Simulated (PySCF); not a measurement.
In(All)(H)2, C3H7In, SMILES C=C[CH2][InH2], B3LYP/def2-SVP optimised geometry.

```
11

In     0.21    -0.59     0.00
C     -0.89     1.35     0.00
C     -0.63     1.78    -1.40
C     -1.37     1.49    -2.48
H     -0.48     2.04     0.75
H     -1.95     1.14     0.20
H      0.29     2.36    -1.56
H     -2.31     0.93    -2.40
H     -1.08     1.83    -3.48
H     -0.73    -2.04    -0.23
H      1.95    -0.59     0.00
```

Density from B3LYP/def2-TZVP, def2 effective core potentials past Kr (PySCF) at that geometry. The core electrons that the potentials of In replace are not part of the density.

Minimum of the electron density along straight lines between bonded atoms, close to the bond critical point (lines longer than 1.1 times the sum of covalent radii, or with two minima, are not listed):

```tsv
bond	length / Å	ρ at the minimum / e bohr⁻³	∇²ρ there / e bohr⁻⁵	position (fraction from the first atom)
In1–C2	2.221	0.087	0.13	0.51
C2–C3	1.487	0.263	-0.68	0.49
C3–C4	1.347	0.344	-1.03	0.51
C2–H5	1.098	0.273	-0.91	0.64
C2–H6	1.099	0.272	-0.91	0.64
C3–H7	1.099	0.278	-0.97	0.64
C4–H8	1.096	0.277	-0.95	0.64
C4–H9	1.093	0.279	-0.97	0.64
In1–H10	1.742	0.101	0.11	0.63
In1–H11	1.742	0.101	0.11	0.63
```
